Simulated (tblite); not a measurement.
Compound: C7H10O (charge -1 and doublet state).
Cartesian coordinates in Å at the GFN2-xTB level; atoms count from 1:
```xyz
18
C7H10O angstrom
O      3.3875   -0.0744   -0.6269
C      2.4408    0.7268   -0.3564
C      1.0880    0.4086   -0.1805
C      0.1120    1.3563    0.0974
C     -1.3102    1.0193    0.4178
C     -1.6848   -0.3727   -0.0849
C     -0.6171   -1.3725    0.3419
C      0.6952   -1.0390   -0.3577
H      2.6851    1.8111   -0.2313
H      0.4054    2.3893    0.2411
H     -1.4917    1.0516    1.5118
H     -1.9938    1.7647   -0.0205
H     -2.6695   -0.6662    0.3028
H     -1.7425   -0.3609   -1.1769
H     -0.9319   -2.3948    0.0959
H     -0.4844   -1.3131    1.4261
H      0.5937   -1.2629   -1.4293
H      1.5096   -1.6649    0.0180
```

Computed geometry: GFN2-xTB, gas phase. This method treats the open shell by occupation alone, without spin polarisation.

Masses are those of the commonest isotopes; rigid-rotor values at the optimised geometry. The values belong to one conformer with, in the numbering `[O-:1][CH:2][C:3]1=[CH:4][CH2:5][CH2:6][CH2:7][CH2:8]1`, O1–C2–C3–C4 -179°, C3–C4–C5–C6 -21°, C4–C5–C6–C7 48°, C5–C6–C7–C8 -65°, C6–C7–C8–C3 52°.

Problem. Give the principal moments of inertia and the rotational constants in GHz.

Solution. Ia = 115.71, Ib = 351.59, Ic = 446.24 u·Å²; 505379 MHz·u·Å²/I gives 4368, 1437 and 1133 MHz, that is A = 4.3676, B = 1.4374, C = 1.1325 GHz.

Problem. What kind of rotor is it?

Solution. An asymmetric top; Ray's κ = -0.812.

Problem. What does the inertial defect say?

Solution. Not planar: Δ = Ic − Ia − Ib = -21.07 u·Å². For a rigid frame Δ = −2 Σ m c², so Σ m c² = 10.53 u·Å² lies off the ab plane: 7.33 from hydrogen and 3.20 from heavier atoms. The atom farthest from that plane is 1.43 Å away.

Problem. Give the other two planar moments, Paa and Pbb, and the rms extents of the mass along the axes.

Solution. Paa = Σ m a² = (Ib + Ic − Ia)/2 = 341.06 and Pbb = Σ m b² = (Ia + Ic − Ib)/2 = 105.18 u·Å². With the mass M = 110.07 u, the rms extents √(P/M) along a, b and c are 1.76, 0.98, 0.31 Å.

Problem. Where do the levels up to J = 3 lie, in cm⁻¹?

Solution. Above 0(0,0):
J = 1: 1(0,1) 0.0857, 1(1,1) 0.1835, 1(1,0) 0.1936
J = 2: 2(0,2) 0.2564, 2(1,2) 0.3447, 2(1,1) 0.3752, 2(2,1) 0.6685, 2(2,0) 0.6692
J = 3: 3(0,3) 0.5106, 3(1,3) 0.5862, 3(1,2) 0.6472, 3(2,2) 0.9256, 3(2,1) 0.9294, 3(3,1) 1.4402, 3(3,0) 1.4402
The levels of one J sum to (2J + 1)J(J + 1)(A + B + C)/3.

For this open shell read J as N, the rotation without spin; fine and hyperfine splittings come on top. Its GFN2-xTB frequencies are all real (lowest 89 cm⁻¹). Whether the extra electron is bound in the gas phase wasn't checked; a finite basis holds it in any case. Zero-point vibration and centrifugal distortion are left out.

Time: 1.0 s of wall time. Hardware: AMD EPYC, one thread (shared host). That covers the optimisation of the geometry.
